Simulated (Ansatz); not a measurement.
`S[SiH]1BO1` at its PBE0-D4/def2-TZVP geometry, where that method's forces vanish. The species carries charge 0 and has multiplicity 1.

```xyz
7

S     0.2223    0.7666   -1.9563
Si    0.2233    0.3768    0.1221
B    -1.1822   -0.5107    1.0295
O    -0.1622   -1.2642    0.5888
H     1.5552    0.6633   -2.0985
H     1.5257    0.7620    0.7062
H    -2.1820   -0.7938    1.6083
```

Task: What forces (eV/Å) does r2SCAN-D4/def2-TZVPP give on these atoms in Ansatz 0.2.0? (Estimate.)

Result: Ansatz gave: 
```
S1  -0.002  0.002 -0.060
Si2  0.067  0.181  0.006
B3  -0.216  0.095  0.112
O4   0.119 -0.245 -0.027
H5   0.012  0.001 -0.011
H6  -0.007 -0.021 -0.003
H7   0.027 -0.013 -0.016
```
